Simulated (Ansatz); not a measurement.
Reaction (redistribution): `[Cl][GaH][GeH3]` + `C[SiH2]C(F)Br` → `C[SiH2][GaH][Cl]` + `F[CH]([GeH3])Br`

Isolated molecules relaxed with PBE0-D4/def2-TZVP in Ansatz; ΔE leaves out vibrations. CCSD(T)/CBS is the MP2 limit (def2-TZVPP, def2-QZVPP) plus CCSD(T) − MP2 in def2-TZVPP, frozen cores. Functionals use def2-TZVPP. B3LYP here is the variant with VWN-RPA as its local correlation; programs differ in this. For Br, Ga, Ge outer-core shells are correlated without core-valence functions, which leaves a few kJ/mol of doubt a bond. Scalar relativity is left out up to krypton. One conformer a species, not always the lowest.

`[Cl][GaH][GeH3]`:

Z-matrix (Å, degrees):
```
Ge
Ga 1 2.435
H 1 1.538 2 111.9
H 1 1.537 2 109.6 3 120.5
H 1 1.537 2 109.7 3 -120.7
Cl 2 2.159 1 114.2 3 177.9
H 2 1.564 1 132.0 3 -2.3
```

`C[SiH2]C(F)Br`:

Z-matrix (Å, degrees):
```
C
Si 1 1.859
H 1 1.092 2 110.4
H 1 1.091 2 110.8 3 -120.3
H 1 1.092 2 110.3 3 119.6
C 2 1.908 1 110.1 3 -177.1
H 2 1.485 1 113.1 3 64.0
H 2 1.489 1 111.5 3 -59.5
Br 6 1.956 2 109.1 1 -61.1
F 6 1.368 2 111.2 1 59.1
H 6 1.091 2 114.8 1 -177.8
```

`C[SiH2][GaH][Cl]`:

Cartesian coordinates in Å:
```
C -1.578 0.609 -0.091
Si -0.226 -0.694 -0.117
Ga 1.979 0.201 0.243
Cl 3.558 -1.279 0.220
H -1.606 1.124 0.871
H -2.554 0.149 -0.259
H -1.416 1.356 -0.870
H -0.469 -1.717 0.939
H -0.210 -1.401 -1.429
H 2.522 1.651 0.493
```

`F[CH]([GeH3])Br`:

Z-matrix (Å, degrees):
```
C
Ge 1 1.985
Br 1 1.948 2 109.7
F 1 1.364 2 110.9 3 120.8
H 1 1.090 2 113.6 3 -117.0
H 2 1.537 1 108.0 3 -178.1
H 2 1.533 1 107.7 3 62.4
H 2 1.531 1 107.8 3 -58.0
```

| level | ΔE (eV) |
| --- | --- |
| PBE | 0.37 |
| B3LYP | 0.42 |
| CCSD/def2-TZVPP | 0.41 |
| HF/def2-QZVPP | 0.44 |

**Question.** What does CCSD(T)/CBS give? (An estimate is asked.)

**Answer.** Ansatz gave: +0.41 eV. The listed levels differ from it by -0.04, 0.01, 0.00, 0.03 eV.

Largest T1 diagnostic among the species: 0.012.
